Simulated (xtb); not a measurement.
xtb input:

```bash
xtb mol.xyz --gfn 1 --sp --chrg -1 --uhf 0
```
mol.xyz:
```
2

Te    -0.00000000    -0.00000000    -0.03158065
H      0.00000000     0.00000000     1.64219355
```

**Question.** Which total energy does the run end on?

**Answer.** -4.45087 Eh (GFN1-xTB).

Whether it binds its extra electron was not tested at this geometry.
